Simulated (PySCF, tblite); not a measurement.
Isomers of CH8O3Si3, one GFN2-xTB conformer each. Single-point energies are computed at PBE0/pcSseg-1 (PySCF, gas phase, no added dispersion term), electronic only.

Question: Rank them by PBE0/pcSseg-1 energy, lowest first (kcal/mol).
A. `[SiH3:1][O:2][Si@@H:3]1[O:4][CH2:5][SiH2:6][O:7]1` with Si1–O2–Si3–O4 59°
B. `[CH3:1][O:2][SiH:3]1[O:4][SiH2:5][SiH2:6][O:7]1` with C1–O2–Si3–O4 180°

Answer: A (0.0), B (1.1).

As drawn, the lower has an Si–C bond, which the higher lacks; the higher has an Si–Si bond, which the lower lacks. Neighbours under 2.5 kcal/mol apart ([SiH3]O[Si@@H]1OC[SiH2]O1 and CO[SiH]1O[SiH2][SiH2]O1) can change places with a better method, another conformer or zero-point energy. GFN2-xTB itself gives, in the same order: 0.0, 8.2. Both levels put the same isomer lowest.

Which frontier levels, dipoles and rotational constants go with these structures?

```
                   SMILES  HOMO (eV, PBE0/pcSseg-1)  LUMO (eV)  dipole (D)       A, B, C (MHz)
[SiH3]O[Si@@H]1OC[SiH2]O1                     -8.26      -0.06        1.89  3023, 917.3, 863.1
  CO[SiH]1O[SiH2][SiH2]O1                     -8.19      -0.76        1.23   2828, 1094, 870.2
```

What happens when harmonic zero-point energies from GFN2-xTB frequencies are added?

| SMILES | ZPE (kcal/mol) | electronic (kcal/mol) | with ZPE (kcal/mol) |
| --- | --- | --- | --- |
| [SiH3]O[Si@@H]1OC[SiH2]O1 | 56.4 | 0.0 | 0.0 |
| CO[SiH]1O[SiH2][SiH2]O1 | 58.0 | 1.1 | 2.7 |

The zero-point energies span 1.6 kcal/mol. The order is unchanged.
